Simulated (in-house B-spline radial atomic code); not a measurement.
Orbital energies and mean radii along the 54-electron series, configuration [Kr] 4d10 4f6 5s2. The effective charge is n√(-2ε), a non-relativistic measure. Computed with a radial B-spline atomic code at the basis-set limit: Dirac-Hartree-Fock, average of the configuration, finite nuclei.

```
  ion   Z  energy of 4d5/2 (Eh)  mean radius of 4d5/2 (bohr)  energy of 4s1/2 (Eh)  mean radius of 4s1/2 (bohr)  energy of 4f7/2 (Eh)  mean radius of 4f7/2 (bohr)  effective charge of 4d5/2
Tb11+  65               -13.293                      0.61233               -22.745                      0.53764               -7.5726                      0.68925                     20.625
Dy12+  66               -14.753                       0.5943               -24.621                      0.52467               -8.7924                      0.65489                     21.728
Ho13+  67               -16.284                      0.57727               -26.583                      0.51219               -10.084                      0.62472                     22.827
```
